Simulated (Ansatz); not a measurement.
Consider the formal exchange of groups at the Si–Cl bond: `O[SiH](Cl)[SiH2]Cl` + `C=O` → `O=C[SiH2][SiH](O)Cl` + HCl.

Program: Ansatz. Geometries: PBE0-D4/def2-TZVP. ΔE: electronic, gas phase. CCSD(T)/CBS is the MP2 limit (def2-TZVPP, def2-QZVPP) plus CCSD(T) − MP2 in def2-TZVPP, frozen cores. This one scheme is used for every species. Functionals use def2-TZVPP. B3LYP here is the variant with VWN-RPA as its local correlation; programs differ in this. HSE06 is defined as in plane-wave codes. Each species was taken in one conformer, which may not be the lowest.

```
             level  ΔE (kJ/mol)  difference from CCSD(T)/CBS
       LDA (SPW92)         95.4                        -14.8
            PBE-D4         99.6                        -10.6
         revPBE-D4         99.9                        -10.3
           BLYP-D4        101.5                         -8.7
         r2SCAN-D4        107.0                         -3.2
            B97M-V        110.4                          0.2
           PBE0-D4        106.8                         -3.4
          B3LYP-D4        107.2                         -3.0
        r2SCANh-D4        109.0                         -1.2
          HSE06-D4        106.7                         -3.5
          BHLYP-D4        115.5                          5.3
      CAM-B3LYP-D4        108.1                         -2.1
           ωB97X-V        110.2                          0.0
            B2PLYP        109.4                         -0.8
          PBE-QIDH        112.5                          2.3
               PBE         99.1                        -11.1
            revPBE         99.1                        -11.1
            r2SCAN        107.2                         -3.0
              PBE0        106.4                         -3.8
             B3LYP        106.0                         -4.2
           r2SCANh        109.2                         -1.0
           r2SCAN0        111.9                          1.7
             HSE06        106.3                         -3.9
             BHLYP        113.8                          3.6
         CAM-B3LYP        107.6                         -2.6
           LC-ωPBE        108.3                         -1.9
RPA@PBE/def2-TZVPP        105.2                         -5.0
      MP2/def2-SVP        109.1                         -1.1
     CCSD/def2-SVP        106.3                         -3.9
  CCSD(T)/def2-SVP        104.1                         -6.1
     HF/def2-TZVPP        122.2                         12.0
    MP2/def2-TZVPP        113.7                          3.5
SCS-MP2/def2-TZVPP        113.1                          2.9
   CCSD/def2-TZVPP        108.4                         -1.8
CCSD(T)/def2-TZVPP        106.4                         -3.8
     HF/def2-QZVPP        122.4                         12.2
SCS-MP2/def2-QZVPP        115.3                          5.1
      HF/CBS(def2)        122.5                         12.3
     MP2/CBS(def2)        117.5                          7.3
    CCSD/CBS(def2)        112.2                          2.0
       CCSD(T)/CBS        110.2                            0
```

Largest T1 diagnostic among the species: 0.015.

From r2SCAN to r2SCAN0 (25 % exact exchange), in def2-TZVPP and without D4, ΔE moves by +4.7 kJ/mol. In def2-TZVPP, CCSD(T) changes the Hartree–Fock value by −15.8 kJ/mol (the triples alone add −2.0 kJ/mol) and MP2 by −8.5 kJ/mol.

CCSD(T)/CBS has its own doubt, a few kJ/mol and more with outer-core shells, so smaller differences from it don't rank the levels.
